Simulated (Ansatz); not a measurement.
The cluster Sn3O9H6⁻. The state is a doublet with charge -1. Geometry r2SCAN-D4/def2-SVP, that of the neutral singlet; atoms count from 1.

Cartesian coordinates in Å:
```
Sn 1.3411 2.2372 -0.0984
Sn -2.3140 -1.1479 -0.0560
Sn -0.3054 -1.0863 3.1626
O -0.7450 -1.3448 1.2933
O 1.7810 0.2704 0.9347
O 2.7851 1.8503 -1.4260
O -1.2886 0.9184 -0.6455
O 0.0362 0.8002 -1.1348
O 1.2638 -0.0948 3.4107
O -1.1718 -1.9370 -1.5882
O -1.2014 -0.9527 -2.6684
O -2.1502 1.3953 -1.7125
H 1.6941 0.1820 1.9625
H 2.9592 0.9047 -1.5416
H -2.0499 0.6231 -2.3357
H -0.3913 -0.4410 -2.4322
H -1.3521 -1.8266 4.2914
H 1.1092 -0.3508 0.5842
```

In the def2 sets Sn takes a core potential; there is no spin–orbit coupling. The structure holds 3 bonds between oxygen atoms, so isomers without such links may lie far lower. The highest occupied level of the charge -1 doublet lies above zero (up to 0.60 eV). By energy differences its removal costs 1.10 eV (vertical, to the charge 0 singlet, at PBE0-D4/def2-SVP); self-interaction error and the lack of diffuse functions both raise the level. The structure comes from a short search, and lower isomers may exist.

**Question.** Estimate the Mulliken populations from the PBE0/def2-SVP orbitals of Ansatz.

**Answer.** 
| atom | charge (e) | spin (α − β) |
| --- | --- | --- |
| Sn1 | 0.74 | 0.00 |
| Sn2 | 0.71 | 0.06 |
| Sn3 | 0.40 | 0.86 |
| O4 | -0.74 | 0.02 |
| O5 | -0.38 | 0.00 |
| O6 | -0.55 | 0.00 |
| O7 | -0.13 | 0.00 |
| O8 | -0.41 | 0.00 |
| O9 | -0.70 | 0.12 |
| O10 | -0.44 | 0.00 |
| O11 | -0.25 | 0.00 |
| O12 | -0.17 | 0.00 |
| H13 | 0.25 | 0.00 |
| H14 | 0.17 | 0.00 |
| H15 | 0.19 | 0.00 |
| H16 | 0.21 | 0.00 |
| H17 | -0.09 | -0.06 |
| H18 | 0.20 | 0.00 |
Mulliken values and Mayer orders depend strongly on the basis.

**Question.** Where does the spin sit?

**Answer.** Summed by element: Sn 0.92, O 0.14, H -0.06, of 1 unpaired in all. Largest on single atoms: Sn3 0.86, O9 0.12, Sn2 0.06.

**Question.** And the Mayer bond orders between bonded heavy atoms (over 0.3)?

**Answer.** Sn1–O5 0.48 (2.26 Å); Sn1–O6 0.96 (2.00 Å); Sn1–O8 0.49 (2.20 Å); Sn2–O4 0.89 (2.08 Å); Sn2–O10 0.74 (2.07 Å); Sn3–O4 0.85 (1.94 Å); Sn3–O9 1.40 (1.87 Å); O7–O8 0.91 (1.42 Å); O7–O12 0.89 (1.45 Å); O10–O11 0.91 (1.46 Å).
